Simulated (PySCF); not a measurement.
Spinor energies of Hg³⁺ (mercury, charge +3)

Start: [Xe] 4f14 5d9; 5d3/2 filled at m_j = -1/2, +1/2, +3/2; 5d5/2 filled at m_j = -5/2, -3/2, -1/2, +1/2, +3/2, +5/2. Calculated with PySCF 2.14 in x2c-SVPall-2c (7s10p9d2f, 96 functions): generalised Hartree-Fock with the X2C-1e Hamiltonian and a Gaussian nucleus; one run each with spin-orbit coupling (SO) screened by Boettger's factors, then bare. This is a chosen level, not necessarily the ground level.

```
spinor shell  electrons  ε, screened SO (eV)  ε, bare SO (eV)  weight of nominal j (bare SO)  rms radius, bare SO (bohr)
       1s1/2          2             -83567.9         -83566.0                          1.000                      0.0187
       2s1/2          2             -14989.9         -14989.4                          1.000                      0.0756
       2p1/2          2             -14360.2         -14404.6                          1.000                      0.0638
       2p3/2          4             -12406.8         -12393.5                          1.000                      0.0721
       3s1/2          2              -3653.2          -3653.1                          1.000                       0.193
       3p1/2          2              -3370.5          -3380.4                          1.000                       0.184
       3p3/2          4              -2931.3          -2928.3                          1.000                       0.201
       3d3/2          4              -2467.3          -2475.4                          1.000                       0.177
       3d5/2          6              -2374.8          -2369.7                          1.000                       0.180
       4s1/2          2              -868.07          -868.06                          1.000                       0.424
       4p1/2          2              -745.46          -747.91                          1.000                       0.428
       4d3/2          4              -437.27          -439.04                          1.000                       0.475
       4d5/2          6              -417.42          -416.31                          1.000                       0.486
       5s1/2          2              -173.08          -173.10                          1.000                       0.968
       4f5/2          6              -156.51          -157.81                          1.000                       0.524
       4f7/2          8              -152.51          -151.58                          1.000                       0.528
       5p1/2          2              -128.70          -129.13                          0.999                        1.08
       5p3/2          4              -111.82          -111.71                          0.999                        1.13
       5d3/2          3              -51.143          -51.362                          0.983                        1.45
       5d5/2          6              -48.911          -48.798                          0.992                        1.50
```

Task: Where does 4p3/2 lie, and what is the 4p spin-orbit splitting (bare SO)?

Result: At -637.55 eV, 110.36 eV above 4p1/2.

```json
{"quantity": "E (hartree)", "screened SO": "-19636.17324", "bare SO": "-19638.05344"}
{"quantity": "M_J", "screened SO": "3/2", "bare SO": "3/2"}
{"quantity": "⟨J²⟩", "screened SO": "3.753", "bare SO": "3.753"}
{"quantity": "⟨L²⟩", "screened SO": "6.152", "bare SO": "6.164"}
{"quantity": "⟨S²⟩", "screened SO": "0.897", "bare SO": "0.909"}
```

Each row is a mean over spinors that exchange with the open shell spreads, by up to 4.198 eV (5p1/2).

Breit and QED terms are absent; they matter most for the inner s and p1/2 levels.

Densities and radii are taken from the X2C orbitals without a picture-change correction, which distorts them close to the nucleus.
